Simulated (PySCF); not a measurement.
Delta-SCF ions had no search for a lower state. Excitations are Tamm–Dancoff values on a coarser integration grid. The basis has no diffuse functions, so Rydberg states are missing or too high.

**C3H7N, SMILES `C=C(C)N` (charge 0, multiplicity 1)**

Level of theory: PBE0-D3(BJ)/def2-TZVP (PySCF 2.14.0).

```yaml
HOMO: -5.90 eV
dipole_moment: 1.57 D
HOMO–LUMO gap: 6.81 eV
LUMO: 0.91 eV
S1 excitation (TDA): 5.64 eV
S1 oscillator strength: 0.014
brightest of the four lowest singlets (TDA): 6.89 eV
T1 excitation (TDA): 4.11 eV
S1–T1 gap (TDA): 1.53 eV
vertical ionisation energy (Delta-SCF): 8.07 eV
total_energy: -173.1279 Ha
cost: very roughly 80 core-seconds
```

```xyz
11

C     -0.4874     1.3940    -0.0419
C      0.0832     0.1889     0.0398
C     -0.7065    -1.0797     0.0307
N      1.4471    -0.0047     0.2082
H      0.1000     2.3052    -0.0359
H     -1.5626     1.4895    -0.0913
H     -1.7726    -0.8759    -0.0514
H     -0.5255    -1.6511     0.9457
H     -0.4132    -1.7136    -0.8134
H      2.0234     0.7972     0.0090
H      1.8140    -0.8498    -0.1995
```
Charge 0, spin multiplicity 1.
